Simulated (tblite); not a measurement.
Species: 3-acetylpyridine, C₇H₇NO.
Bonds: C1–C2, C2–O3 (double), C2–C4, C4–C5 (aromatic), C5–C6 (aromatic), C6–C7 (aromatic), C7–N8 (aromatic), N8–C9 (aromatic), C4–C9 (aromatic). Hydrogens: H10, H11, H12 on C1; H13 on C5; H14 on C6; H15 on C7; H16 on C9.

Computed with GFN2-xTB (tblite), gas phase: nudged elastic band of 9 images (0 to 8), spring 0.2 eV/Å², climbing image at the end, force threshold 0.05 eV/Å. No saddle search or frequency run followed, so the top image need not be a first-order saddle, and its height can exceed the method's true barrier by a kcal/mol or more.

The band describes a rotation about C4–C2 (substituted aromatic carbon, ketone carbonyl carbon), followed by the dihedral C5–C4–C2–C1, from the optimised start (180°) to a second optimised geometry at 0°.

Q: Give the energy profile along the converged band.

A: 
| image | dihedral (°) | E (kcal/mol) | C4–C2 (Å) | C5···C1 (Å) | largest true force (eV/Å) |
| --- | --- | --- | --- | --- | --- |
| 0 | 180 | 0.00 | 1.489 | 3.83 | 0.01 |
| 1 | -157 | 0.27 | 1.488 | 3.79 | 0.03 |
| 2 | -135 | 0.98 | 1.489 | 3.69 | 0.04 |
| 3 | -112 | 2.01 | 1.493 | 3.53 | 0.04 |
| 4 | -89 | 2.50 | 1.495 | 3.35 | 0.05 |
| 5 | -65 | 1.94 | 1.491 | 3.16 | 0.06 |
| 6 | -42 | 1.23 | 1.488 | 3.03 | 0.04 |
| 7 | -21 | 0.77 | 1.487 | 2.96 | 0.05 |
| 8 | 0 | 0.54 | 1.487 | 2.96 | 0.01 |

Barriers of this band. The top is image 4 at -89°: 2.50 kcal/mol forward and 1.96 kcal/mol back; the end lies 0.54 kcal/mol above the start. The central bond is 0.006 Å longer at the top than at the start.

Q: What rate follows at 350 K for crossing this barrier forward?

A: Taking the electronic barrier for the free energy of activation (no zero-point or entropy terms, transmission 1), rate = (kT/h)·exp(−ΔE/kT) ≈ 2 × 10^11 s⁻¹, whose inverse is 5 × 10^-12 s. An error of 1 kcal/mol in the barrier changes this by a factor of 4, and the method and the loose band can each miss by that much or more. The barrier is only 3.6 kT, where transition-state theory is rough.

Q: How would the two end points share their population at 350 K, from these energies alone?

A: exp(−ΔE/kT) with ΔE = 0.023 eV gives 0.47 for the higher one (end) against 1 for the lower, without vibrational, rotational or degeneracy terms. GFN2-xTB can put conformers this close in the wrong order.

What follows is the cost of the whole band run. Hardware: one thread, Arm Neoverse V1, no GPU (shared host). Cost: 2.9 s wall.
